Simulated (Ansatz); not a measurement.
Geometry optimisation, RKS B3LYP-D4/6-31G* (Ansatz).

The input (input.yaml):

```yaml
crystal:
  periodic: [false, false, false]
  atoms:
    - { symbol: Si, position_ang: [-0.341753, 0.572297, -0.324461] }
    - { symbol: "N", position_ang: [0.774124, -0.220936, 2.371] }
    - { symbol: H, position_ang: [0.073649, -0.604497, 3.019947] }
    - { symbol: H, position_ang: [1.658806, -0.152754, 2.88987] }
    - { symbol: O, position_ang: [1.077743, -0.255078, -0.44032] }
    - { symbol: H, position_ang: [1.246466, -0.678397, 0.440657] }
    - { symbol: O, position_ang: [-0.643825, 1.366638, -1.747674] }
    - { symbol: H, position_ang: [-0.668777, 0.804762, -2.535883] }
    - { symbol: H, position_ang: [-1.461105, -0.354618, 0.023884] }
    - { symbol: H, position_ang: [-0.281909, 1.626219, 0.700948] }
    - { symbol: H, position_ang: [0.47898, 0.760865, 2.177234] }
basis:
  gaussian: { orbitals: "6-31G*" }
hamiltonian:
  xc: b3lyp
  dispersion: d4
relax:
  f_tol: 0.03
  max_steps: 50
```

Run as:

```bash
$ ansatz run input.yaml --threads 1 --pin off --max-ram 2048MiB --backend cpu --events-out ev --progress --plain --runs-dir out
```

Q: Where does it end, and by what steps?

A: The run converged. After 19 steps the energy has fallen by 0.348 eV; O5 moved furthest, 1.74 Å.

```
step  energy less start (eV)  largest force component (eV/Å)  accepted
   0                  0.0000                           0.899       yes
   1                 -0.1031                           0.455       yes
   2                 -0.1497                           0.289       yes
   3                 -0.1668                           0.732       yes
   4                 -0.1918                           0.271       yes
   5                 -0.2104                           0.193       yes
   6                 -0.2295                           0.184       yes
   7                 -0.2323                           0.516       yes
   8                 -0.2428                           0.172       yes
   9                 -0.2641                           0.127       yes
  10                 -0.2761                           0.144       yes
  11                 -0.2779                           0.558       yes
  12                 -0.3193                           0.163       yes
  13                 -0.3326                           0.053       yes
  14                 -0.3359                           0.334       yes
  15                 -0.3421                           0.126       yes
  16                 -0.3452                           0.079       yes
  17                 -0.3468                           0.052       yes
  18                 -0.3475                           0.076       yes
  19                 -0.3478                           0.025       yes
```

```xyz
11
Properties=species:S:1:pos:R:3
Si -0.961 0.532 -0.503
N 1.283 -0.105 2.356
H 1.115 -0.613 3.223
H 2.268 -0.226 2.125
O -0.414 -0.813 0.261
H 0.206 -0.628 1.017
O 0.200 1.344 -1.391
H 0.565 0.835 -2.130
H -2.067 0.072 -1.386
H -1.430 1.581 0.445
H 1.148 0.884 2.559
```

Whether the end is a true minimum wasn't checked by a vibrational analysis.

The run took 72 s on 1 thread of Arm Neoverse V1 (shared host), peak memory 0.15 GiB.
